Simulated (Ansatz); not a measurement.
## Molecular dynamics of GaH₅O₂S

Input file:

```yaml
crystal:
  periodic: [false, false, false]
  atoms:
    - { symbol: Ga, position_ang: [0.031812, 0.10955, 0.142141] }
    - { symbol: H, position_ang: [-0.196003, -0.276378, 1.837692] }
    - { symbol: O, position_ang: [1.772026, -0.018761, -0.255308] }
    - { symbol: H, position_ang: [1.934758, -0.492595, -1.08166] }
    - { symbol: O, position_ang: [-1.222968, -0.500347, -0.979219] }
    - { symbol: H, position_ang: [-2.138352, -0.322676, -0.730017] }
    - { symbol: S, position_ang: [-0.315921, 2.318219, 1.162364] }
    - { symbol: H, position_ang: [1.02695, 2.460046, 1.276746] }
    - { symbol: H, position_ang: [-0.272801, 0.817242, 1.894461] }
basis:
  gaussian: { orbitals: def2-SVP }
hamiltonian:
  xc: b3lyp
  dispersion: d4
md:
  timestep: 0.5
  n_steps: 200
  ensemble: nve
  temperature: 100.0
  initial_velocities: maxwell_boltzmann
  seed: 9058
```

Command:

```bash
$ ansatz run input.yaml --threads 2 --pin off --max-ram 3072MiB --backend cpu --events-out ev --progress --plain --runs-dir out
```

It starts at the highest image of a converged band. Of that band: A structure lower than the last end lies on the path between it and the top, so the climb from that side starts below the end, which may itself be a saddle point or a shallow side well. Neighbouring images differ by up to 1.3 eV, so the band resolves the path poorly. A vibrational analysis at the climbing image gives one clearly imaginary mode, 1213i cm⁻¹, and a faint second one (24i cm⁻¹) that may be numerical noise or a soft torsion: probably a first-order saddle point.

Output, in part (step lines, the closing report, with atoms numbered from 0):

```
md step     0: t =     0.00 fs  T =   100.0 K  F+E_penalty+E_count = -67378.19296057 eV  E_kin = 0.090482 eV  conserved = -67378.10247857 eV  (26 SCF iters)
md step     1: t =     0.50 fs  T =    99.0 K  F+E_penalty+E_count = -67378.19205074 eV  E_kin = 0.089583 eV  conserved = -67378.10246734 eV  (27 SCF iters)
md step     2: t =     1.00 fs  T =    96.3 K  F+E_penalty+E_count = -67378.18955807 eV  E_kin = 0.087122 eV  conserved = -67378.10243599 eV  (27 SCF iters)
md step     3: t =     1.50 fs  T =    92.4 K  F+E_penalty+E_count = -67378.18597750 eV  E_kin = 0.083581 eV  conserved = -67378.10239645 eV  (27 SCF iters)
md step     4: t =     2.00 fs  T =    87.9 K  F+E_penalty+E_count = -67378.18193448 eV  E_kin = 0.079572 eV  conserved = -67378.10236202 eV  (27 SCF iters)
md step     5: t =     2.50 fs  T =    83.6 K  F+E_penalty+E_count = -67378.17797551 eV  E_kin = 0.075633 eV  conserved = -67378.10234221 eV  (27 SCF iters)
md step     6: t =     3.00 fs  T =    79.7 K  F+E_penalty+E_count = -67378.17442385 eV  E_kin = 0.072086 eV  conserved = -67378.10233817 eV  (26 SCF iters)
md step     7: t =     3.50 fs  T =    76.3 K  F+E_penalty+E_count = -67378.17135859 eV  E_kin = 0.069015 eV  conserved = -67378.10234383 eV  (27 SCF iters)
[... lines left out ...]
Total energy: -67378.70708640 eV, -2476.1218144974 hartree
Atom 0 at     0.043517    -0.511791     0.205706 Å, force     0.039288     0.798197    -1.132290 eV/Å
Atom 1 at    -0.036817    -1.595040     1.337060 Å, force    -0.021394     0.321094    -0.232505 eV/Å
Atom 2 at     1.378499     0.585803    -0.329284 Å, force     0.376787    -0.483366     0.669753 eV/Å
Atom 3 at     1.001704     1.038559    -1.099127 Å, force    -0.028978     0.001226     0.057184 eV/Å
Atom 4 at    -1.027952     0.013126    -1.179004 Å, force    -0.410478    -0.787538     0.387671 eV/Å
Atom 5 at    -1.810180    -0.499816    -1.435240 Å, force     0.129566     0.124373     0.167953 eV/Å
Atom 6 at    -0.206587     3.054599     1.177166 Å, force    -0.160458    -0.406267     0.747308 eV/Å
Atom 7 at     0.968780     2.535697     1.632199 Å, force    -0.236621     0.104457    -0.200256 eV/Å
Atom 8 at    -0.905222     2.517695     2.239962 Å, force     0.312287     0.327824    -0.464818 eV/Å
Dipole moment:    -0.372464    -0.400863     0.321341 e Å
```

The steps, from the saved trajectory:

```
time (fs)  T (K)  potential energy less start (eV)  conserved less start (meV/atom)
        0    100                             0.000                             0.00
        3     80                             0.019                             0.02
        6     66                             0.031                             0.02
        9     85                             0.014                             0.02
       12    163                            -0.057                             0.01
       15    265                            -0.150                             0.01
       18    407                            -0.278                            -0.01
       21    508                            -0.370                            -0.01
       24    568                            -0.424                             0.01
       27    672                            -0.518                            -0.03
       30    683                            -0.527                             0.01
       33    693                            -0.537                            -0.01
       36    686                            -0.530                             0.02
       39    745                            -0.584                            -0.01
       42    782                            -0.617                             0.03
       45    880                            -0.706                            -0.02
       48    931                            -0.751                             0.02
       51   1039                            -0.850                            -0.02
       54   1085                            -0.891                             0.02
       57   1144                            -0.945                            -0.02
       60   1142                            -0.943                             0.01
       63   1134                            -0.936                            -0.01
       66   1088                            -0.894                             0.02
       69   1085                            -0.892                            -0.02
       72   1029                            -0.840                             0.02
       75    993                            -0.808                             0.00
       78    924                            -0.746                             0.00
       81    832                            -0.662                             0.00
       84    747                            -0.585                             0.01
       87    680                            -0.525                             0.00
       90    629                            -0.479                             0.01
       93    617                            -0.467                             0.01
       96    630                            -0.479                             0.00
       99    648                            -0.496                             0.01
```

All steps were run. The conserved energy stayed within 0.03 meV per atom of its start (net change -0.004 meV per atom), so the integration is sound. The kinetic energy rose, since the run started high on the potential surface and went downhill. It ends in pieces (GaH3O2 + H2S), so much of that is their flight and rotation, not heat. A run of 0.1 ps of so small a system gives no equilibrium averages. The orbitals stay closed-shell, which can raise the energy where a bond breaks towards radicals; this wasn't checked here.

Between its relaxed ends the band would form H2–H9 and break Ga1–H2, S7–H9. These pairs go: H2–H9 1.10 → 4.30 Å, Ga1–H2 1.75 → 1.57 Å, S7–H9 1.67 → 1.38 Å. In the last frame they stand as before the step (other bonds may differ from the relaxed reactants and products). Also parted: Ga1–S7 2.46 → 3.70 Å. It ends as GaH3O2 + H2S. Pairs count as bonded within 1.25 times the sum of covalent radii (0.12 Å more for H–H).

Last frame:

```xyz
9
Properties=species:S:1:pos:R:3
Ga 0.043 -0.512 0.206
H -0.037 -1.595 1.337
O 1.379 0.586 -0.329
H 1.002 1.039 -1.099
O -1.028 0.013 -1.179
H -1.810 -0.500 -1.435
S -0.207 3.055 1.177
H 0.969 2.536 1.632
H -0.905 2.518 2.240
```

Time of the run: 14 min on 2 threads of Arm Neoverse N1 (shared host), peak memory 0.24 GiB.
